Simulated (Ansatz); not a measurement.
Species: gallium atom, Ga, charge 0, multiplicity 2.

Computed values are from Ansatz (a program for electronic structure). Valence correlation only, unless marked. UHF or UKS for open shells. Spin-orbit coupling is left out. Frozen are the shells of the preceding noble gas and the d and f shells that filled before the atom's block. Non-relativistic. Basis-set limits of correlation are two-point, X^-3; Hartree-Fock from the larger set (for Q and 5 zeta extrapolated as (X+1)exp(-9√X)).

| Quantity | Value |
|---|---|
| ionisation energy (to the singlet) | 5.89 eV at CCSD(T)/CBS(aug-cc-pVTZ,aug-cc-pVQZ) |
| electron affinity (to the triplet; negative means unbound) | 0.37 eV at CCSD(T)/CBS(aug-cc-pVTZ,aug-cc-pVQZ) |
| total energy | -1923.3146 Eh at CCSD(T)/CBS(cc-pVQZ,cc-pV5Z) |
| T1 diagnostic | 0.015 at CCSD/cc-pV5Z |
